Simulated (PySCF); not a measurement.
A calculated (r2SCAN0, PySCF 2.14, aug-cc-pCVQZ-DK, scalar relativity by spin-free X2C-1e) atom or ion has these occupied shells.

```tsv
shell	electrons	orbital energy (eV)	rms radius, mean of both spins (bohr)
1s α	1	-1839.9	0.129
1s β	1	-1839.4	0.129
2s α	1	-172.41	0.616
2s β	1	-171.91	0.616
2p α	3	-125.11	0.599
2p β	3	-124.56	0.599
3s α	1	-31.874	2.07
3p α	1	-23.650	2.34
```

(1) Name the element and its charge.

Results:

(1) Si²⁺ (silicon, charge +2), in [Ne] 3s1 3p1, high-spin 3P determinant (an excited configuration).
